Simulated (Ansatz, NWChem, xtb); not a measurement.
How methods differ on GaH3S (SMILES [SH][GaH2])

The species is GaH3S (5 atoms), meant as a singlet with charge 0. As SMILES, `[SH][GaH2]`. The shape is that of a PBE0-D4/def2-TZVP optimisation.

Each level gives the vertical ionisation energy (to the doublet cation) (eV). The values are calculated.

```
                             level            kind  program  value (eV)  CPU time (all runs)
                          GFN2-xTB  semi-empirical      xtb       14.49            under 2 s
                          GFN1-xTB  semi-empirical      xtb       14.99            under 2 s
                         HF/STO-3G    Hartree–Fock   Ansatz        2.59                1.9 s
                          HF/3-21G    Hartree–Fock   Ansatz        9.21                1.8 s
                    BP86/def2-SVPD             GGA   NWChem       10.24                 32 s
                    BP86/def2-TZVP             GGA   NWChem       10.18                 62 s
                   BP86/def2-TZVPD             GGA   NWChem       10.17                 90 s
                     BP86/def2-SVP             GGA   NWChem       10.19                 19 s
B3LYP/6-31G* (spherical functions)   global hybrid   Ansatz       10.07                 12 s
B3LYP/6-31G* (Cartesian functions)   global hybrid   Ansatz       10.07                 12 s
```

All-electron rows without a relativistic Hamiltonian named are non-relativistic. The values span 2.59 to 14.99 eV. The xTB values lack the empirical shift that such differences need. CPU times are rough (shared hosts, several kinds of processor and program).
